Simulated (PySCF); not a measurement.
Correlation energy of P⁺ (phosphorus, charge +1)

[Ne] 3s2 3p2, high-spin 3P determinant. All numbers are calculated (PySCF 2.14, the spin-free X2C one-electron Hamiltonian (Gaussian nucleus), in x2c-TZVPall (5s5p2d1f, 37 functions)). Frozen: [Ne]; 4 electrons correlated.

MP2 pair energies summed by pair of shells (mhartree):

```csv
pair,energy,share (%)
3s-3p,-37.54,62.1
3s-3s,-16.57,27.4
3p-3p,-6.35,10.5
```

Total MP2 correlation energy: -60.47 mhartree.

Same-spin part -10.21 and opposite-spin part -50.26 mhartree; SCS-MP2 scales them by 1/3 and 6/5 to -63.71 mhartree.

| level | correlation energy (mhartree) |
| --- | --- |
| CCSD | -81.04 |
| (T) | -2.23 |
| CCSD(T) | -83.27 |

Diagnostics: T1 = 0.0096, D1 = 0.0249, largest double amplitude 0.103.

**Question.** Is a single reference adequate?

**Answer.** Mostly. T1 lies below 0.03, but a double amplitude of this size points to a near-degeneracy that CCSD handles and MP2 describes poorly.
